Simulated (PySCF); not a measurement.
PySCF job for CH5BO2, SMILES O(BO)C, TDDFT-LC-ωPBE/def2-SVPD. The structure is a stationary point at PBE0-D3(BJ)/def2-SVP. One conformer was computed; it need not be the lowest.

```python
import numpy as np
from pyscf import gto, scf, dft, tdscf

mol = gto.M(
    atom='''
    B    -0.48316513   -0.06544232    0.83265938
    H    -1.29318907   -0.44245608    1.65054903
    O     0.42584599    0.90991053    1.10754429
    H     0.34082030    1.24574250    2.00312468
    O    -0.51147088   -0.65355686   -0.38050550
    C     0.37290520   -0.30810862   -1.41777007
    H     0.95297049   -1.19663974   -1.71268326
    H    -0.20613036    0.02737632   -2.29240925
    H     1.06892236    0.49101087   -1.12156809
    ''',
    basis='def2-SVPD',
    charge=0,
    spin=0,
    max_memory=1600,
    verbose=4,
)
mf = dft.RKS(mol, xc='lc_wpbe').density_fit(auxbasis='def2-universal-jkfit')
mf.grids.level = 3
mf.conv_tol = 1e-9
mf.max_cycle = 100
mf.kernel()
mf.grids = dft.Grids(mol).set(level=1).build(with_non0tab=True)  # coarser grid for the response kernel
td = tdscf.TDDFT(mf)
td.singlet = True
td.nstates = 10
td.conv_tol = 1e-4
td.kernel(x0=td.get_init_guess(mf, 15))
td.analyze()
tt = tdscf.TDA(mf)
tt.singlet = False
tt.nstates = 4
tt.conv_tol = 1e-4
tt.kernel(x0=tt.get_init_guess(mf, 9))
tt.analyze(verbose=3)
```

Program output:

```
PySCF version 2.14.0

[INPUT] verbose = 4
[INPUT] num. atoms = 9
[INPUT] num. electrons = 32
[INPUT] charge = 0
[INPUT] spin (= nelec alpha-beta = 2S) = 0
[INPUT] symmetry False subgroup None
[INPUT] Mole.unit = angstrom
[INPUT] Symbol           X                Y                Z      unit          X                Y                Z       unit  Magmom
[INPUT]  1 B     -0.483165130000  -0.065442320000   0.832659380000 AA   -0.913049768640  -0.123668061756   1.573498183250 Bohr   0.0
[INPUT]  2 H     -1.293189070000  -0.442456080000   1.650549030000 AA   -2.443773169581  -0.836120813349   3.119085621867 Bohr   0.0
[INPUT]  3 O      0.425845990000   0.909910530000   1.107544290000 AA    0.804732292344   1.719481699558   2.092955378926 Bohr   0.0
[INPUT]  4 H      0.340820300000   1.245742500000   2.003124680000 AA    0.644057024692   2.354112146731   3.785357038557 Bohr   0.0
[INPUT]  5 O     -0.511470880000  -0.653556860000  -0.380505500000 AA   -0.966539883890  -1.235043472231  -0.719051183891 Bohr   0.0
[INPUT]  6 C      0.372905200000  -0.308108620000  -1.417770070000 AA    0.704688698426  -0.582240908418  -2.679197139905 Bohr   0.0
[INPUT]  7 H      0.952970490000  -1.196639740000  -1.712683260000 AA    1.800853230893  -2.261321378371  -3.236502299527 Bohr   0.0
[INPUT]  8 H     -0.206130360000   0.027376320000  -2.292409250000 AA   -0.389529926358   0.051733747098  -4.332025647920 Bohr   0.0
[INPUT]  9 H      1.068922360000   0.491010870000  -1.121568090000 AA    2.019970508824   0.927876068484  -2.119456520152 Bohr   0.0

nuclear repulsion = 117.783851133567
number of shells = 54
number of NR pGTOs = 176
number of NR cGTOs = 126
basis = def2-SVPD
ecp = {}


[settings echo left out]
init E= -216.596123471606
  HOMO = -0.392264459995369  LUMO = 0.0207747805305125  gap/eV = 11.23937
cycle= 1 E= -216.111794114729  delta_E= 0.484  |g|= 0.76  |ddm|= 3.42
  HOMO = -0.3188283550152  LUMO = 0.0612879341941461  gap/eV = 10.34349
cycle= 2 E= -216.122878181497  delta_E= -0.0111  |g|= 0.778  |ddm|= 1.29
  HOMO = -0.426454587098293  LUMO = 0.0598025887504186  gap/eV = 13.23173
cycle= 3 E= -216.226640994133  delta_E= -0.104  |g|= 0.0418  |ddm|= 0.595
  HOMO = -0.419260884997463  LUMO = 0.0614770900481587  gap/eV = 13.08155
cycle= 4 E= -216.227163876465  delta_E= -0.000523  |g|= 0.015  |ddm|= 0.0761
  HOMO = -0.422059468739659  LUMO = 0.0614304447110303  gap/eV = 13.15643
cycle= 5 E= -216.227218371823  delta_E= -5.45e-05  |g|= 0.00786  |ddm|= 0.0282
  HOMO = -0.42133717524507  LUMO = 0.0613314313900082  gap/eV = 13.13408
cycle= 6 E= -216.227230188106  delta_E= -1.18e-05  |g|= 0.00172  |ddm|= 0.00725
  HOMO = -0.421309806063904  LUMO = 0.061338734187085  gap/eV = 13.13354
cycle= 7 E= -216.227230889246  delta_E= -7.01e-07  |g|= 0.000562  |ddm|= 0.003
  HOMO = -0.421358546494573  LUMO = 0.0613384867180322  gap/eV = 13.13486
cycle= 8 E= -216.227231069289  delta_E= -1.8e-07  |g|= 8.19e-05  |ddm|= 0.000998
  HOMO = -0.421366982629948  LUMO = 0.0613382833605796  gap/eV = 13.13508
cycle= 9 E= -216.227231073122  delta_E= -3.83e-09  |g|= 1.96e-05  |ddm|= 0.000249
  HOMO = -0.421364887455992  LUMO = 0.0613388355740199  gap/eV = 13.13504
cycle= 10 E= -216.227231073286  delta_E= -1.64e-10  |g|= 5.44e-06  |ddm|= 6.1e-05
  HOMO = -0.421366237445548  LUMO = 0.0613388897574252  gap/eV = 13.13508
Extra cycle  E= -216.2272310733  delta_E= -1.43e-11  |g|= 2.72e-06  |ddm|= 1.63e-05
converged SCF energy = -216.2272310733
tot grids = 33080


******** <class 'pyscf.tdscf.rks.TDDFT'> for <class 'pyscf.df.df_jk.DFRKS'> ********
nstates = 10 singlet
deg_eia_thresh = 1.000e-03
wfnsym = None
conv_tol = 0.0001
eigh lindep = 1e-12
eigh level_shift = 0
eigh max_cycle = 100


Excitation energies (eV)
[ 8.59845113  8.62468225  8.95545665  9.06830174  9.34736771  9.41374395
  9.48456869  9.90584535 10.2090108  10.5886944 ]

** Singlet excitation energies and oscillator strengths **
Excited State   1:      8.59845 eV    144.19 nm  f=0.0329
      14 -> 19        0.19706
      15 -> 19        0.60281
      15 -> 23       -0.21140
      15 -> 27        0.10507
      16 -> 17       -0.11229
Excited State   2:      8.62468 eV    143.76 nm  f=0.0101
      13 -> 17       -0.14385
      13 -> 18       -0.12178
      15 -> 19        0.10118
      16 -> 17        0.60784
      16 -> 18       -0.14721
Excited State   3:      8.95546 eV    138.45 nm  f=0.0154
      14 -> 17        0.23267
      14 -> 18        0.16489
      15 -> 17        0.59606
Excited State   4:      9.06830 eV    136.72 nm  f=0.1602
      16 -> 19        0.63583
      16 -> 23       -0.17858
Excited State   5:      9.34737 eV    132.64 nm  f=0.0015
      13 -> 17        0.32537
      13 -> 20        0.13039
      14 -> 19       -0.13484
      16 -> 18       -0.49564
      16 -> 20       -0.19619
Excited State   6:      9.41374 eV    131.71 nm  f=0.0061
      14 -> 19       -0.58390
      14 -> 23        0.20848
      14 -> 27       -0.11460
      15 -> 19        0.18011
      16 -> 18        0.14036
Excited State   7:      9.48457 eV    130.72 nm  f=0.0119
      14 -> 17       -0.44247
      15 -> 17        0.17980
      15 -> 18       -0.41126
      15 -> 20       -0.12599
      15 -> 21       -0.12591
Excited State   8:      9.90585 eV    125.16 nm  f=0.0436
      16 -> 18        0.28039
      16 -> 20       -0.49059
      16 -> 21       -0.27340
      16 -> 22       -0.21001
      16 -> 29        0.10239
      16 -> 34        0.10708
Excited State   9:     10.20901 eV    121.45 nm  f=0.0074
      14 -> 17       -0.11073
      14 -> 18        0.14098
      14 -> 21       -0.12191
      14 -> 22       -0.10374
      15 -> 18       -0.16912
      15 -> 20        0.54968
      15 -> 22        0.20142
Excited State  10:     10.58869 eV    117.09 nm  f=0.0178
      13 -> 17       -0.20387
      13 -> 20       -0.11744
      16 -> 17       -0.24082
      16 -> 18       -0.14064
      16 -> 20        0.26687
      16 -> 21       -0.46463
      16 -> 24        0.15999

** Transition electric dipole moments (AU) **
state          X           Y           Z        Dip. S.      Osc.
  1        -0.2561      0.2736     -0.1263      0.1564      0.0329
  2         0.1417     -0.1517      0.0690      0.0479      0.0101
  3         0.0246      0.1292      0.2299      0.0702      0.0154
  4        -0.0551      0.3135      0.7872      0.7210      0.1602
  5        -0.0518      0.0579     -0.0213      0.0065      0.0015
  6         0.1041     -0.1137      0.0513      0.0264      0.0061
  7         0.0282     -0.0713     -0.2133      0.0514      0.0119
  8        -0.2739      0.2936     -0.1352      0.1795      0.0436
  9        -0.0543     -0.1078     -0.1219      0.0294      0.0074
 10         0.1667     -0.1833      0.0847      0.0686      0.0178

** Transition velocity dipole moments (imaginary part, AU) **
state          X           Y           Z        Dip. S.      Osc.
  1        -0.0835      0.0892     -0.0412      0.0166      0.0351
  2         0.0476     -0.0510      0.0232      0.0054      0.0114
  3         0.0079      0.0413      0.0734      0.0072      0.0145
  4        -0.0179      0.1039      0.2602      0.0788      0.1577
  5        -0.0169      0.0189     -0.0068      0.0007      0.0013
  6         0.0328     -0.0359      0.0162      0.0026      0.0051
  7         0.0066     -0.0286     -0.0757      0.0066      0.0126
  8        -0.1059      0.1135     -0.0523      0.0268      0.0491
  9        -0.0243     -0.0449     -0.0475      0.0049      0.0086
 10         0.0617     -0.0680      0.0314      0.0094      0.0161

** Transition magnetic dipole moments (imaginary part, AU) **
state          X           Y           Z
  1         0.2228      0.6685      1.0015
  2         0.0975      0.4401      0.7494
  3         0.6731     -0.7220      0.3339
  4         0.3746     -0.4103      0.1871
  5         0.4690      0.5327      0.2135
  6        -0.7565     -0.8237     -0.2514
  7        -0.0492      0.0581     -0.0229
  8        -0.0330      0.1375      0.3623
  9         0.6036     -0.6450      0.2981
 10        -0.0148      0.1773      0.4015


******** <class 'pyscf.tdscf.rks.TDA'> for <class 'pyscf.df.df_jk.DFRKS'> ********
nstates = 4 triplet
deg_eia_thresh = 1.000e-03
wfnsym = None
conv_tol = 0.0001
eigh lindep = 1e-12
eigh level_shift = 0
eigh max_cycle = 100


Excitation energies (eV)
[7.67169163 7.74276355 8.40440947 8.63583592]

** Triplet excitation energies and oscillator strengths **
Excited State   1:      7.67169 eV    161.61 nm  f=0.0000
Excited State   2:      7.74276 eV    160.13 nm  f=0.0000
Excited State   3:      8.40441 eV    147.52 nm  f=0.0000
Excited State   4:      8.63584 eV    143.57 nm  f=0.0000
```

Self-consistency was reached.
